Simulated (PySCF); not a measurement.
How methods differ on the ionisation energy of Cu

Cu [Ar] 3d10 4s1 (2S) → Cu⁺ [Ar] 3d10 (1S), as a difference of total energies. All numbers are calculated (PySCF 2.14, the non-relativistic Hamiltonian (point nucleus), in def2-TZVPPD (6s6p4d2f1g, 67 functions)). Correlated levels: valence: [Ar] frozen. The calculations carry no spin-orbit coupling.

| method | ionisation energy (eV) | difference from reference (eV) |
| --- | --- | --- |
| UHF | 6.441 | -1.285 |
| MP2 (valence) | 7.292 | -0.434 |
| SCS-MP2 (valence) | 7.155 | -0.571 |
| CCSD (valence) | 7.167 | -0.559 |
| CCSD(T) (valence) | 7.280 | -0.446 |

Reference: 7.726 eV (measured; NIST Atomic Spectra Database, ionization energies).

These non-relativistic numbers lack the scalar-relativistic shift.

Errors of the correlated levels include the incompleteness of this basis and the frozen core.
